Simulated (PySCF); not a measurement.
Isomers of C6H13F, one GFN2-xTB conformer each. Single-point energies are computed at PBE0/pcSseg-1 (PySCF, gas phase, no added dispersion term), electronic only.

Question: Rank them by PBE0/pcSseg-1 energy, lowest first (kcal/mol).
A. `[CH3:1][CH2:2][CH2:3][CH2:4][CH2:5][CH2:6][F:7]` with C1–C2–C3–C4 180°, C2–C3–C4–C5 180°, C3–C4–C5–C6 180°, C4–C5–C6–F7 64°
B. `[CH3:1][CH2:2][C:3]([CH3:4])([F:5])[CH2:6][CH3:7]` with C1–C2–C3–C4 177°, C2–C3–C6–C7 -60° ((CH3CH2)2CFCH3)
C. `[CH3:1][CH:2]([CH3:3])[CH2:4][CH2:5][CH2:6][F:7]` with C1–C2–C4–C5 -64°, C2–C4–C5–C6 -175°, C4–C5–C6–F7 66°

Answer: B (0.0), C (6.6), A (6.8).

Neighbours under 2.5 kcal/mol apart (CC(C)CCCF and CCCCCCF) can change places with a better method, another conformer or zero-point energy. GFN2-xTB itself gives, in the same order: 0.0, 2.8, 3.7. Both levels put the same isomer lowest; measured from each level's own lowest isomer, the values differ by up to 3.8 kcal/mol (CC(C)CCCF: 2.8 against 6.6).

Which frontier levels, dipoles and rotational constants go with these structures?

```json
{"SMILES": "CCC(C)(F)CC", "HOMO (eV, PBE0/pcSseg-1)": "-8.68", "LUMO (eV)": "1.34", "dipole (D)": "1.85", "A, B, C (MHz)": "2679, 2339, 1749"}
{"SMILES": "CC(C)CCCF", "HOMO (eV, PBE0/pcSseg-1)": "-8.75", "LUMO (eV)": "1.50", "dipole (D)": "1.75", "A, B, C (MHz)": "5281, 1137, 993.4"}
{"SMILES": "CCCCCCF", "HOMO (eV, PBE0/pcSseg-1)": "-8.68", "LUMO (eV)": "1.51", "dipole (D)": "1.75", "A, B, C (MHz)": "8617, 819.0, 785.7"}
```

As an exercise, what shares would exp(−E/RT) give at 2000 K from these electronic energies alone (no entropy, no degeneracies)?

RT = 3.974 kcal/mol: CCC(C)(F)CC 72.8 %, CC(C)CCCF 14.0 %, CCCCCCF 13.2 %.
